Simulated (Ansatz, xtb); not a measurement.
**Worked example: GeH3Cl + CHF3S → GeH3(SH) + CClF3**

Species: GeH3Cl `[Cl][GeH3]`, singlet; CHF3S (trifluoromethanethiol) `FC(F)(F)S`, singlet; GeH3(SH), singlet; CClF3 `FC(F)(F)Cl`, singlet. The partners trade Cl for SH: Ge–Cl and C–SH bonds give way to Ge–SH and C–Cl.

Shapes, held fixed at every level: PBE0-D4/def2-TZVP. Programs: Ansatz 0.2.0, xtb 6.7.1, xtb 6.7.1 later snapshot. The zero-point and thermal change to 298 K, harmonic and unscaled (PBE0-D4/def2-TZVP), is -1.1 kJ/mol.

At CCSD(T)/def2-TZVPP; 1 Eh = 2625.50 kJ/mol:

```
 species   energy (Eh)
  GeH3Cl  -2537.162724
   CHF3S   -735.591771
GeH3(SH)  -2475.752636
   CClF3   -796.987695
```

Work out ΔH(298 K) of the reaction at this level.


1. Products less reactants: (-2475.752636) + (-796.987695) − [(-2537.162724) + (-735.591771)] = 0.014164 Eh = +37.2 kJ/mol.
2. With the thermal change: +37.2 + (-1.1) = +36.1 kJ/mol.

Other levels give +29.1 (SPW92/def2-TZVPP) to +46.3 kJ/mol (HF/def2-TZVPP). No measured value is set beside it here. Relativity is left out for Ge unless named. Correlated rows may include outer-core shells of Ge, which these sets cover unevenly.
